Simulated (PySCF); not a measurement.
# Quadrupolar nuclei of `C#Cc1c([S-])cccc1CC` in NMR

Species: C10H9S (charge -1).
Structure used (GFN2-xTB), in Å, numbered top down from 1:
```xyz
20
C10H9S angstrom
C     -0.1001    3.0457    0.5440
C      0.2974    1.9184    0.4078
C      0.7431    0.5908    0.2453
C      1.9807    0.1987    0.8280
S      2.9592    1.2693    1.7137
C      2.3767   -1.1403    0.6441
C      1.6084   -2.0281   -0.0655
C      0.4012   -1.6262   -0.6326
C     -0.0312   -0.3184   -0.4790
C     -1.3543    0.1118   -1.0588
C     -2.4567    0.0602   -0.0001
H     -0.4116    4.0381    0.6829
H      3.3154   -1.4526    1.0837
H      1.9418   -3.0541   -0.1878
H     -0.1994   -2.3325   -1.1949
H     -1.2774    1.1341   -1.4388
H     -1.6223   -0.5465   -1.8915
H     -2.5519   -0.9501    0.3952
H     -3.4168    0.3635   -0.4193
H     -2.2073    0.7290    0.8205
```

Computed at PBE0/pcSseg-1 (PySCF, non-relativistic):

| atom | environment | nucleus | spin I | Q (b) | CQ = χzz (MHz) | η |
| --- | --- | --- | --- | --- | --- | --- |
| S5 | thiolate sulfur | 33S | 3/2 | -0.0678 | -36.203 | 0.755 |

Question: At 16.45 T, set νQ = 3|CQ|/[2I(2I − 1)] beside the Larmor frequency (|g| × 7.62259 MHz/T × B; g(33S) = 0.42921), and give PQ = |CQ|√(1 + η²/3).

Answer: 
```json
{"atom": "S5", "PQ (MHz)": "39.49", "νQ (MHz)": "18.10", "ν0 (MHz)": "53.82", "νQ/ν0": "0.336"}
```

For S5: PQ = 36.20 × 1.0909, νQ = 36.20 × 0.5000, ν0 = 3.2717 MHz/T × 16.45 T.

For S5 νQ isn't small against ν0, so the high-field expansions of solid-state NMR fail there at this field.

Solvent, lattice and vibrations would change these gradients. The structure is a single GFN2-xTB conformer in the gas phase; no vibrational or solvent corrections. The pcSseg-1 basis has no diffuse functions, a weakness for an anion. GFN2-xTB bond lengths can be off by several hundredths of an ångström, more for odd bonds, and the gradients follow them. The basis is small and wasn't made for field gradients, so the couplings can be 20 % off.
